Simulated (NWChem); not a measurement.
# InNH3OF; SMILES [F][In]([NH2])[OH]

```xyz
7

In     0.0264     0.0151     0.0136
F     -1.8292    -0.6305    -0.0283
O      1.3621    -1.4530    -0.0347
H      0.9210    -2.3112    -0.0486
N      0.3586     1.9999    -0.0978
H      1.2382     2.3062     0.3116
H     -0.3952     2.5651     0.2867
```
Atoms are numbered in this order, from 1.

All runs use the structure optimised with PBE0/def2-SVP. Not confirmed as a minimum by frequencies. def2 effective core potentials on In; no spin-orbit coupling.

**Question.** List the 4 lowest vertical singlet excitations from PBE0/def2-SVPD with def2 effective core potentials on In, TDA (NWChem).

**Answer.** 
| state | energy (eV) | oscillator strength | leading excitation (squared amplitude) |
|---|---|---|---|
| S1 | 4.78 | 0.040 | HOMO → LUMO (0.92) |
| S2 | 5.45 | 0.039 | HOMO−1 → LUMO (0.95) |
| S3 | 6.21 | 0.058 | HOMO−2 → LUMO (0.64) |
| S4 | 6.52 | 0.058 | HOMO → LUMO+1 (0.57) |
